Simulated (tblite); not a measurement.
Compound: C₅H₉ClOSi.
Z-matrix (Å and degrees, GFN2-xTB geometry), rows numbered from 1:
```
C 
Si  1  1.8946
C   2  1.8695  1  118.22
C   3  1.3358  2  109.14  1  -115.15
O   4  1.3441  3  122.08  2     1.68
C   5  1.4330  4  113.61  3    -0.51
C   6  1.5186  2  113.61  1  -120.02
Cl  7  1.7705  6  109.02  2    60.52
H   1  1.0858  2  111.05  3   168.67
H   1  1.0864  2  111.87  3    47.87
H   1  1.0847  2  110.24  3   -72.10
H   2  1.4681  1  111.68  3   135.91
H   3  1.0731  2  129.86  1    66.54
H   4  1.0816  3  126.34  2  -179.02
H   6  1.0957  2  112.74  1     3.93
H   7  1.0911  6  112.13  2   179.67
H   7  1.0903  6  110.61  2   -57.66
```

Computed with GFN2-xTB (tblite): harmonic, unscaled wavenumbers at the GFN2-xTB geometry, gas phase. The method is semi-empirical: single wavenumbers can be off by several per cent or more. Modes of hydrogen on silicon can be 10 to 20 % off. One conformer, not necessarily the lowest.

Harmonic wavenumbers (cm⁻¹): 50.7, 76.0, 118.0, 142.7, 152.8, 168.6, 302.7, 360.8, 407.5, 467.3, 597.5, 617.3, 649.4, 694.6, 749.5, 754.9, 771.0, 804.7, 836.5, 859.1, 882.3, 923.2, 977.2, 1047.1, 1081.9, 1099.6, 1176.3, 1223.7, 1237.0, 1286.1, 1306.2, 1366.3, 1452.7, 1472.2, 1480.4, 1604.6, 2225.4, 2909.4, 2969.8, 2983.4, 3035.4, 3043.6, 3057.8, 3060.2, 3143.0.

A = 2007, B = 1107, C = 792.4 MHz; mass 148.011 u (most abundant isotopes); point group C1, symmetry number 1.

Task: What is the zero-point energy?

Result: Half the sum of the wavenumbers: 27813 cm⁻¹ = 332.72 kJ/mol.

Task: Give the ideal-gas entropy at 400 K and 1 bar in the rigid-rotor, harmonic-oscillator model (classical rotation).

Result: Translation 177.29, rotation 127.48, vibration 156.85: S = 461.6 J/(mol K).

Task: And Cp and H(400 K) − H(0)?

Result: Cp = 193.45 J/(mol K), of which vibrations give 160.20 (their classical limit is 45 R = 374.2); H(400 K) − H(0) = 45.83 kJ/mol without the zero-point energy, 32.53 from vibrations.

Task: Which modes carry the vibrational entropy at 400 K?

Result: 50.7 cm⁻¹: 22.48; 76.0 cm⁻¹: 19.12; 118.0 cm⁻¹: 15.50; 142.7 cm⁻¹: 13.95; 152.8 cm⁻¹: 13.39; 168.6 cm⁻¹: 12.60 J/(mol K); the other 39 give 59.81 together.

Task: How do the functions run with temperature in this model?

Result: 
```csv
T (K),S (J/(mol K)),Cp (J/(mol K)),H − H(0) (kJ/mol),G − H(0) (kJ/mol),ln q(vib)
100,293.4,77.1,5.44,-23.90,1.64
200,357.7,113.6,14.92,-56.62,4.17
300,411.6,155.1,28.35,-95.13,6.63
500,508.3,225.0,66.81,-187.34,11.52
800,629.1,288.0,144.68,-358.63,18.49
1000,696.4,314.6,205.08,-491.34,22.77
```

q(vib) and H(0) count from the zero-point level.

Task: Blend soft modes into free rotors: weight 1/[1 + (100 cm⁻¹/ν̃)⁴] for the oscillator and the rest for a rotor with moment μB/(μ + B), μ = h/(8π²ν), B = 10⁻⁴⁴ kg m². What vibrational entropy results?

Result: 145.24 J/(mol K) in place of 156.85, which changes −T·S at 400 K by +4.65 kJ/mol.

Task: What must be added to the electronic energy to get the Gibbs energy at 400 K and 1 bar?

Result: ZPE + [H(400 K) − H(0)] − T·S = 332.72 + 45.83 − 184.65 = 193.90 kJ/mol.

Hindered rotation and anharmonicity are outside this model. Other conformers, if any are populated, would add a mixing term that is left out. The structure is chiral; the term R ln 2 for an equal mix with its mirror image is left out.

The run took 2.6 s wall, 2.2 s CPU on AMD EPYC, one thread (shared host). This covers the Hessian and the dipole derivatives.
